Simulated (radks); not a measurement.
The numbers below are computed, except where a source is named.
Ag, 47 electrons, occupied as [Kr] 4d10 7d1 (not the ground configuration).

Level of theory: Dirac Kohn-Sham, PBEsol, spin-unpolarised, spherical densities, point nucleus; open shells are shared between the two j in proportion to 2j + 1 (a radial shooting solver on a logarithmic mesh with Libxc functionals).

Energy parts (eV):
part                       energy
total                 -144613.471
kinetic                151333.374
electron-nucleus      -350472.337
Hartree                 58518.026
exchange-correlation    -3992.534

Orbitals (lengths in bohr, moments of r in powers of bohr; <r^-3> diverges for s and p1/2; r(max) is where P^2 peaks):
orbital  occ.  eigenvalue (eV)   r(max)   <r^-3>      <r>
1s1/2       2        -25308.46  0.02016        -  0.03112
2s1/2       2        -3731.452   0.1141        -   0.1346
2p1/2       2        -3468.616  0.08820        -   0.1141
2p3/2       4        -3293.436  0.09246     3493   0.1192
3s1/2       2        -689.5439   0.3330        -   0.3685
3p1/2       2        -584.9919   0.3194        -   0.3602
3p3/2       4        -554.0761   0.3293    626.8   0.3711
3d3/2       4        -368.8217   0.2721    96.32   0.3439
3d5/2       6        -362.5938   0.2749    90.66   0.3474
4s1/2       2        -101.9651   0.8226        -   0.9125
4p1/2       2         -69.0870   0.8599        -   0.9802
4p3/2       4         -63.9898   0.8852    103.1    1.012
4d3/2       4         -14.8263    1.031    9.078    1.374
4d5/2       6         -14.2584    1.043    8.397    1.397
7d3/2     0.4          -0.3970    35.88  0.02302    31.97
7d5/2     0.6          -0.3955    35.96  0.02329    31.85

The highest occupied level is 7d5/2 at -0.396 eV. The density falls to 0.001 e/bohr^3 at r = 3.60 bohr. Summed over all electrons, <r^2> = 1178 bohr^2, which gives a Langevin (diamagnetic) susceptibility term of -933 x 10^-6 cm^3/mol.
